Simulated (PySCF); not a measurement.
C7H9S (doublet state).
Numbering: `[SH:1][C@@H:2]1[CH2:3][C@:4]12[CH:5][CH2:6][CH:7]=[CH:8]2` (hydrogens: H9 on S1; H10 on C2; H11, H12 on C3; H13 on C5; H14, H15 on C6; H16 on C7; H17 on C8)

Structure used (GFN2-xTB), in Å, numbered top down from 1:
```xyz
17
C7H9S angstrom
S      2.117   -1.158   -1.728
C      1.734   -0.149   -0.297
C      1.421   -0.828    0.987
C      0.295   -0.099    0.264
C     -0.830   -0.758   -0.350
C     -2.033    0.107   -0.268
C     -1.524    1.316    0.455
C     -0.236    1.195    0.752
H      1.450   -0.413   -2.611
H      2.300    0.773   -0.270
H      1.800   -0.400    1.903
H      1.372   -1.906    0.981
H     -0.801   -1.726   -0.808
H     -2.438    0.366   -1.255
H     -2.857   -0.371    0.279
H     -2.158    2.154    0.687
H      0.380    1.910    1.269
```

The hyperfine couplings belong to this conformer and change with its torsions.

Computed with UKS B3LYP, pcH-1 on C H S, non-relativistic, mean-field spin-orbit, GIAO (PySCF). Geometry: GFN2-xTB, one conformer, isolated molecule. A GFN2-xTB geometry isn't a minimum of the functional, and hyperfine couplings can be far from their values at a DFT geometry. No stability test was run, so a lower SCF solution isn't excluded.

Task: Give the principal g shifts and their parts.

Result: 
| Δg (ppm) | 1 | 2 | 3 |
| --- | --- | --- | --- |
| relativistic mass correction | -148 | -148 | -148 |
| gauge correction | 20 | 34 | 34 |
| orbital Zeeman/spin–orbit | 50 | 736 | 1660 |
| total | -77 | 622 | 1546 |

So g = 2.00224, 2.00294, 2.00387 and g_iso = 2.00302; the tensor is rhombic: the two nearest values differ by 43 % of g3 − g1. 

Task: What effective moment and Curie constant follow for a powder?

Result: With the mean of g² = 4.0121 and S(S+1) = 0.75: μ_eff = √(⟨g²⟩S(S+1)) = 1.735 μB and χT = 0.12505·⟨g²⟩·S(S+1) = 0.376 cm³ K/mol (cgs; spin-Hamiltonian part alone).

Task: What are the electron Larmor frequencies g μB B/h along the three axes at 3350 mT?

Result: 93.8800, 93.9127, 93.9561 GHz for g1, g2 and g3, a range of 76.1 MHz.

Task: In a frozen sample, at which fields do the three g values resonate at 9.5, 34, 94 and 263 GHz (hyperfine left aside), and which band first spreads them over more than twice a line width of 0.5 mT?

Result: 
```csv
band,GHz,B(g3) mT,B(g2) mT,B(g1) mT,spread mT
X,9.5,338.72,338.88,339.00,0.27
Q,34.0,1212.27,1212.83,1213.25,0.98
W,94.0,3351.57,3353.11,3354.28,2.72
J,263.0,9377.25,9381.58,9384.86,7.60
```

The spread grows in proportion to the frequency. W band is the first where it exceeds 1.0 mT.

The Mulliken spin populations are largest on C5 (+0.96), C4 (-0.10), C2 (+0.09) and C3 (+0.08). No atom but C5 exceeds +0.15. The positive populations add up to 1.24 and the negative ones to -0.24, together 2S = 1. The angles at C5 add up to 360.0°, so it is planar; its axial dipolar tensor and the negative coupling of its proton fit spin in a p orbital normal to that plane.

The HOMO–LUMO gaps are 4.91 eV among the α and 4.82 eV among the β orbitals.
